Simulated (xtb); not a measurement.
C4H7 (SMILES [CH]1CCC1), doublet, from a rough starting geometry; xtb with GFN2-xTB.

Input for xtb:
```
$ xtb mol.xyz --gfn 2 --uhf 1 --opt vtight --json

# file mol.xyz
11

C     -0.02063120     1.27169999     0.14863282
C     -0.02490596    -0.89000596     0.15766659
C     -1.09882776     0.16784917    -0.20894771
C      1.00978291     0.24876579    -0.23821386
H      0.02880567     1.55325917     1.11892570
H      0.01390791    -1.85373104    -0.48878062
H     -0.01380409    -1.17396929     1.11280931
H     -1.99458752     0.19001920     0.39462237
H     -1.33330385     0.23904555    -1.22205886
H      1.99443414     0.14812619     0.40135577
H      1.37646456     0.16100571    -1.25894758
```

Q: Predict the main parts of the log of this xtb run.

A: 
```
   ID    Z sym.   atoms
    1    6 C      1-4
    2    1 H      5-11

           -------------------------------------------------
          |                Calculation Setup                |
           -------------------------------------------------

           -------------------------------------------------
          |                 G F N 2 - x T B                 |
           -------------------------------------------------

          ...................................................
          :                      SETUP                      :
          :.................................................:
          :  # basis functions                  23          :
          :  # atomic orbitals                  23          :
          :  # shells                           15          :
          :  # electrons                        23          :
          :  max. iterations                   250          :
          :  Hamiltonian                  GFN2-xTB          :
          :  restarted?                      false          :
          :  GBSA solvation                  false          :
          :  PC potential                    false          :
          :  electronic temp.          300.0000000     K    :
          :  accuracy                    1.0000000          :
          :  -> integral cutoff          0.2500000E+02      :
          :  -> integral neglect         0.1000000E-07      :
          :  -> SCF convergence          0.1000000E-05 Eh   :
          :  -> wf. convergence          0.1000000E-03 e    :
          :  Broyden damping             0.4000000          :
          :  net charge                          0          :
          :  unpaired electrons                  1          :
          ...................................................

 iter      E             dE          RMSdq      gap      omega  full diag
   1    -12.1566102 -0.121566E+02  0.294E+00    8.52       0.0  T
   2    -12.1785725 -0.219623E-01  0.169E+00    8.33       1.0  T
   3    -12.1790481 -0.475605E-03  0.742E-01    8.59       1.0  T
   4    -12.1792280 -0.179831E-03  0.183E-01    8.42       1.0  T
   5    -12.1794555 -0.227516E-03  0.591E-02    8.51       1.0  T
   6    -12.1794559 -0.394765E-06  0.194E-02    8.51       1.6  T
   7    -12.1794570 -0.117609E-05  0.295E-03    8.51      10.2  T
   8    -12.1794571 -0.138001E-07  0.934E-04    8.51      32.3  T
   9    -12.1794571 -0.458403E-08  0.313E-04    8.51      96.5  T

   *** convergence criteria satisfied after 9 iterations ***

         :::::::::::::::::::::::::::::::::::::::::::::::::::::
         ::                     SUMMARY                     ::
         :::::::::::::::::::::::::::::::::::::::::::::::::::::
         :: total energy             -11.991101685966 Eh    ::
         :: gradient norm              0.198906135283 Eh/a0 ::
         :: HOMO-LUMO gap              8.505756234919 eV    ::
         ::.................................................::
         :: SCC energy               -12.179455139117 Eh    ::
         :: -> isotropic ES            0.001818021605 Eh    ::
         :: -> anisotropic ES          0.002683361436 Eh    ::
         :: -> anisotropic XC          0.008388460179 Eh    ::
         :: -> dispersion             -0.004894924419 Eh    ::
         :: repulsion energy           0.188353453151 Eh    ::
         :: add. restraining           0.000000000000 Eh    ::
         :: total charge              -0.000000000000 e     ::
         :::::::::::::::::::::::::::::::::::::::::::::::::::::

      -----------------------------------------------------------
     |                   =====================                   |
     |                        A N C O P T                        |
     |                   =====================                   |
     |               Approximate Normal Coordinate               |
     |                Rational Function Optimizer                |
[...]
 * total energy  :   -12.0285087 Eh     change       -0.5168789E-05 Eh
 * total energy  :   -12.0285105 Eh     change       -0.1814768E-05 Eh
 * total energy  :   -12.0285127 Eh     change       -0.2182899E-05 Eh
 * total energy  :   -12.0285142 Eh     change       -0.1518221E-05 Eh
 * total energy  :   -12.0285150 Eh     change       -0.7799807E-06 Eh
 * total energy  :   -12.0285154 Eh     change       -0.4362717E-06 Eh
 * total energy  :   -12.0285159 Eh     change       -0.5422574E-06 Eh
 * total energy  :   -12.0285167 Eh     change       -0.7318185E-06 Eh
 * total energy  :   -12.0285175 Eh     change       -0.8289666E-06 Eh
 * total energy  :   -12.0285179 Eh     change       -0.3912042E-06 Eh
 * total energy  :   -12.0285180 Eh     change       -0.1068889E-06 Eh
 * total energy  :   -12.0285180 Eh     change       -0.3177072E-07 Eh
   *** GEOMETRY OPTIMIZATION CONVERGED AFTER 33 ITERATIONS ***
         :: total energy             -12.028518038313 Eh    ::
[...]
        11        2.0000           -0.4184880             -11.3876
        12        1.0000           -0.2906989              -7.9103 (HOMO)
        13                          0.0516525               1.4055 (LUMO)
        14                          0.0556731               1.5149
        15                          0.1242416               3.3808
        16                          0.1308028               3.5593
        17                          0.1559377               4.2433
        18                          0.1644030               4.4736
        19                          0.2050730               5.5803
        20                          0.2141542               5.8274
        21                          0.2480172               6.7489
        22                          0.3398746               9.2485
        23                          0.5140218              13.9872
      -------------------------------------------------------------
                  HL-Gap            0.3423514 Eh            9.3159 eV
             Fermi-level           -0.2370583 Eh           -6.4507 eV

     #   Z          covCN         q      C6AA      α(0)
     1   6 C        3.168    -0.072    29.422     8.863
     2   6 C        4.082    -0.056    21.502     6.586
     3   6 C        3.979    -0.052    21.430     6.577
     4   6 C        3.979    -0.052    21.430     6.577
     5   1 H        0.926     0.019     2.751     2.594
     6   1 H        0.925     0.030     2.583     2.513
     7   1 H        0.925     0.030     2.583     2.513
     8   1 H        0.924     0.038     2.470     2.458
     9   1 H        0.924     0.038     2.470     2.458
    10   1 H        0.924     0.038     2.470     2.458
    11   1 H        0.924     0.038     2.470     2.458

 Mol. C6AA /au·bohr⁶  :        926.031724
 Mol. C8AA /au·bohr⁸  :      20299.873450
 Mol. α(0) /au        :         46.055043

Wiberg/Mayer (AO) data.
largest (>0.10) Wiberg bond orders for each atom

 ---------------------------------------------------------------------------
     #   Z sym  total        # sym  WBO       # sym  WBO       # sym  WBO
 ---------------------------------------------------------------------------
     1   6 C    3.279 --     4 C    1.075     3 C    1.075     5 H    0.974
     2   6 C    3.993 --     3 C    1.003     4 C    1.003     6 H    0.984
                             7 H    0.983
     3   6 C    3.993 --     1 C    1.075     2 C    1.003     8 H    0.948
                             9 H    0.948
     4   6 C    3.993 --     1 C    1.075     2 C    1.003    10 H    0.948
                            11 H    0.948
     5   1 H    1.000 --     1 C    0.974
     6   1 H    0.999 --     2 C    0.984
     7   1 H    0.999 --     2 C    0.983
     8   1 H    0.997 --     3 C    0.948
     9   1 H    0.997 --     3 C    0.948
    10   1 H    0.997 --     4 C    0.948
    11   1 H    0.997 --     4 C    0.948
 ---------------------------------------------------------------------------

Topologies differ in total number of bonds
Writing topology from bond orders to xtbtopo.mol

molecular dipole:
                 x           y           z       tot (Debye)
 q only:       -0.001      -0.143      -0.006
   full:       -0.001      -0.171      -0.007       0.436
molecular quadrupole (traceless):
                xx          xy          yy          xz          yz          zz
 q only:        0.744      -0.007      -0.551      -0.004      -0.013      -0.193
  q+dip:        0.379      -0.006      -0.829       0.000      -0.048       0.450
   full:        0.554      -0.008      -0.854      -0.001      -0.045       0.300

optimized geometry written to: xtbopt.xyz

           -------------------------------------------------
          | TOTAL ENERGY              -12.028518038313 Eh   |
          | GRADIENT NORM               0.000033223061 Eh/α |
          | HOMO-LUMO GAP               9.315856298701 eV   |
           -------------------------------------------------
```
